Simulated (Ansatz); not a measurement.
Ansatz (a program for electronic structure) input (CCSD(T)/aug-cc-pV(D+d)Z):
A basis named .json is the Basis Set Exchange file of that set.

Ansatz 0.2 input:
```yaml
crystal:
  periodic: [false, false, false]
  atoms:
    - {symbol: C, position_ang: [-1.20748795, -0.05475739, -0.02997572]}
    - {symbol: Si, position_ang: [0.58530938, 0.02654272, 0.01453023]}
    - {symbol: H, position_ang: [-1.82230395, 0.83895675, -0.07707614]}
    - {symbol: H, position_ang: [-1.74051796, -1.00052426, -0.01137043]}
    - {symbol: H, position_ang: [1.36330731, -1.21371511, 0.07790906]}
    - {symbol: H, position_ang: [1.25011096, 1.33222888, -0.01303131]}
basis:
  gaussian:
    orbitals: aug-cc-pV_D+d_Z.json
total_charge: 1
magnetization: {spin_polarized: true, initial_magnetization: 1}
correlation: {method: ccsd_t, electrons: outside_noble_gas}
output: {forces: true}
```

End of the output:

```
cycle   8  -6.45711062 eV  change   -5.4e-6 eV  update   6.1e-5
cycle   9  -6.45709419 eV  change    1.6e-5 eV  update   2.1e-5
cycle  10  -6.45709125 eV  change    2.9e-6 eV  update   7.3e-6
cycle  11  -6.45709144 eV  change   -1.9e-7 eV  update   2.4e-6
cycle  12  -6.45709042 eV  change    1.0e-6 eV  update   6.7e-7
perturbative correction -0.16625008 eV, -0.0061095777 hartree
the calculation of the forces begins
Total energy: -8953.90803642 eV, -329.0500511617 hartree
Atom 0 at    -1.207488    -0.054757    -0.029976 Å, force     0.055754     0.002528     0.001384 eV/Å
Atom 1 at     0.585309     0.026543     0.014530 Å, force     0.280630     0.012726     0.006967 eV/Å
Atom 2 at    -1.822304     0.838957    -0.077076 Å, force    -0.259448     0.433227    -0.021814 eV/Å
Atom 3 at    -1.740518    -1.000524    -0.011370 Å, force    -0.219958    -0.454967     0.009912 eV/Å
Atom 4 at     1.363307    -1.213715     0.077909 Å, force     0.076516    -0.109318     0.005796 eV/Å
Atom 5 at     1.250111     1.332229    -0.013031 Å, force     0.066507     0.115804    -0.002245 eV/Å
Dipole moment:     0.066645     0.003022     0.001654 e Å
```
